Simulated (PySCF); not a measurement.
# Hg²⁺ (mercury, charge +2) across methods

[Xe] 4f14 5d9 6s1, high-spin 3D determinant (an excited configuration). Calculation: PySCF 2.14, in x2c-TZVPPall with one added diffuse shell each of s, p, d, f type (12s8p8d4f1g, 113 functions); scalar relativity by spin-free X2C-1e.

```
method   E (hartree)  mean ε 5d α (eV)  mean ε 5d β (eV)  mean ε 6s α (eV)  Σ⟨r²⟩ (bohr²)   ⟨S²⟩
 TPSSh     -19623.76           -33.180           -32.055           -25.283          45.03  2.001
   PBE     -19624.51           -32.310           -31.227           -25.108          45.12  2.001
   LDA     -19612.52           -32.543           -31.528           -25.497          45.16  2.000
   M06     -19624.75           -34.411           -33.502           -25.653          45.12  2.001
   UHF  -19618.74258           -39.509           -38.033           -27.688          44.96  2.002
r2SCAN     -19624.52           -32.842           -31.613           -25.395          44.96  2.002
  BP86     -19626.79           -32.430           -31.393           -25.316          45.12  2.001
  PBE0     -19624.26           -34.386           -33.217           -25.943          44.98  2.001
```

Spin-orbit coupling, absent here, splits the open shell strongly.
